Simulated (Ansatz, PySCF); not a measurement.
Noncovalent pair: CH3F (SMILES CF) (first 5 atoms) with GeH4 (SMILES [GeH4]); geometry from B3LYP-D3(BJ)/def2-TZVP, rigid monomers moved along the line of their centres of mass till F2···Ge6 is 2.93 Å.
(charge 0, multiplicity 1):
```xyz
10

C     -0.4328    -0.0378    -0.1556
F      0.7652    -0.1711     0.5400
H     -1.0189     0.7562     0.3078
H     -0.2067     0.2142    -1.1919
H     -0.9733    -0.9831    -0.1045
Ge    -0.0341    -0.1878     3.3587
H     -0.3348     1.1845     2.7384
H      1.4691    -0.4794     3.2944
H     -0.8161    -1.2730     2.6038
H     -0.4912    -0.1795     4.8283
```

Counterpoise-corrected where a basis set is named; no monomer relaxation. Rows marked so take none.

Rows in 3-21G, 6-31G* carry no dispersion term and start afresh at each structure (6-31G* with six Cartesian d functions); the Pople sets are all-electron and without relativity.

Run with Ansatz (a quantum-chemistry and plane-wave program); PySCF for 3-21G rows, 6-31G* rows, the dispersion terms. Values without a source in brackets are computed.

One of these levels gives -3.9 kJ/mol for the interaction energy. Which one is it?
A. BP86/6-31G* (no counterpoise)
B. HF/aug-cc-pVDZ
C. HF/3-21G (no counterpoise)
D. r2SCAN-D4/def2-TZVPPD

D, r2SCAN-D4/def2-TZVPPD. The others give -17.1 (HF/3-21G (no counterpoise)), 8.1 (HF/aug-cc-pVDZ), -1.6 (BP86/6-31G* (no counterpoise))
